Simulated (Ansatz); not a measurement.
**A cut through the energy surface**

KHO (SMILES [OH][K]), closed shell, at its PBE0-D4/def2-TZVP minimum:

```xyz
3
angstrom
O -0.3688 0.0468 -0.1969
K 1.5596 -0.3156 0.8194
H -1.2018 0.2040 -0.6357
```

The bond length O1–H3 (0.955 Å at the minimum) is set to the values below, with the rest relaxed at PBE0-D4/def2-TZVP at each step. Each method's energies count from its own value at the PBE0-D4 minimum structure. Ansatz 0.2.0; basis: def2-TZVPP; cores frozen in the correlated methods. The outer core shell of Li, Na, Mg and K is correlated. The def2 sets are not built for correlating such inner shells, so the correlated values are less sure here. B3LYP uses VWN-RPA correlation.

| bond length (Å) | CCSD(T) (eV) | B3LYP-D4 (eV) | r2SCAN-D4 (eV) | PBE0-D4 (eV) | wB97M-V (eV) |
| --- | --- | --- | --- | --- | --- |
| 0.783 | 1.218 | 1.227 | 1.223 | 1.209 | 1.213 |
| 0.823 | 0.643 | 0.652 | 0.649 | 0.636 | 0.640 |
| 0.882 | 0.168 | 0.174 | 0.172 | 0.163 | 0.166 |
| 0.951 | 0.000 | 0.001 | 0.001 | 0.000 | 0.000 |
| 1.027 | 0.120 | 0.114 | 0.115 | 0.127 | 0.123 |
| 1.109 | 0.454 | 0.443 | 0.445 | 0.475 | 0.465 |
| 1.196 | 0.927 | 0.914 | 0.917 | 0.967 | 0.954 |
| 1.288 | 1.476 | 1.465 | 1.475 | 1.544 | 1.530 |
| 1.384 | 2.048 | 2.055 | 2.068 | 2.160 | 2.146 |

Minimum and curvature along this coordinate at CCSD(T): A fifth-order fit through the nearest points gives 0.954 Å, with a curvature of about 54 eV/Å².

Largest difference from the CCSD(T) curve over the scan: PBE-D4 0.144; HF 0.540; MP2 0.090 eV. Each curve counts from its own value at the minimum.

No T1 diagnostic of these runs exceeds 0.017. The restricted Hartree–Fock reference is unstable towards an unrestricted one at one or more of these structures.

For scale, one of the runs: CCSD(T)/def2-TZVPP, 78 basis functions (an equivalent command: `ansatz run in.yaml --threads 2`). Hardware: 2 CPU threads, shared host. Wall time about 2 s.
